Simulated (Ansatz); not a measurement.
CdCl₃⁻. The state is a singlet with charge -1. Geometry PBE0-D4/def2-SVPD.

Cartesian coordinates in Å:
```
Cd 0.000 0.001 0.000
Cl -2.081 -0.123 -1.232
Cl 0.415 -1.529 1.831
Cl 1.666 1.652 -0.600
```

In the def2 sets Cd takes a core potential; there is no spin–orbit coupling. HSE06 is defined as in plane-wave codes, on full-range PBE exchange. The structure comes from a short search, and lower isomers may exist.

(1) Estimate the orbital energies around the gap (eV) in Ansatz with revPBE-D4/def2-TZVPD, r2SCAN-D4/def2-TZVPD, B97M-V/def2-TZVPD, PBE0-D4/def2-SVPD, HSE06-D4/def2-TZVPD.

Answers

(1) 
```csv
orbital,revPBE-D4/def2-TZVPD,r2SCAN-D4/def2-TZVPD,B97M-V/def2-TZVPD,PBE0-D4/def2-SVPD,HSE06-D4/def2-TZVPD
HOMO−13,-8.94,-9.51,-9.61,-11.43,-10.88
HOMO−12,-8.88,-9.43,-9.56,-11.39,-10.83
HOMO−11,-8.88,-9.43,-9.56,-11.39,-10.83
HOMO−10,-8.88,-9.42,-9.53,-11.38,-10.82
HOMO−9,-8.88,-9.42,-9.53,-11.38,-10.82
HOMO−8,-5.02,-5.37,-5.38,-6.51,-6.00
HOMO−7,-3.67,-4.05,-4.11,-5.16,-4.65
HOMO−6,-3.67,-4.05,-4.11,-5.16,-4.65
HOMO−5,-3.20,-3.59,-3.67,-4.70,-4.22
HOMO−4,-2.89,-3.27,-3.35,-4.37,-3.90
HOMO−3,-2.89,-3.27,-3.35,-4.37,-3.90
HOMO−2,-2.80,-3.18,-3.26,-4.29,-3.82
HOMO−1,-2.74,-3.11,-3.20,-4.21,-3.73
HOMO,-2.74,-3.11,-3.20,-4.21,-3.73
LUMO,1.70,1.88,1.73,2.36,2.06
LUMO+1,3.10,3.36,2.98,3.74,3.30
LUMO+2,3.31,3.99,3.45,4.64,3.55
LUMO+3,3.31,3.99,3.45,4.64,3.55
LUMO+4,3.81,4.47,3.98,5.41,4.11
LUMO+5,4.16,4.81,4.27,5.75,4.42
```
